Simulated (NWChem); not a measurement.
Molecule: BeF, doublet; SMILES [Be][F]

Results from NWChem. Pople sets run with spherical d functions. Spin-unrestricted. Coordinates come from a PBE0/def2-SVP, spin-unrestricted optimisation. The spin multiplicity was typed, not searched, and may not be the lowest. No stability test was run on the SCF state. Total energies compare along this basis series because the functional is fixed.

```csv
level,basis functions,energy (Ha),highest occupied level (eV),"lowest empty minus highest occupied level, either spin (eV)",dipole (D),<S²>
TPSS/STO-3G,10,-112.9838,-3.29,2.26,0.40,0.757
TPSS/6-31+G*,36,-114.6225,-5.53,1.11,1.24,0.751
TPSS/6-311G**,36,-114.6477,-5.51,1.01,1.14,0.751
TPSS/6-311++G**,44,-114.6512,-5.58,1.12,1.31,0.751
```
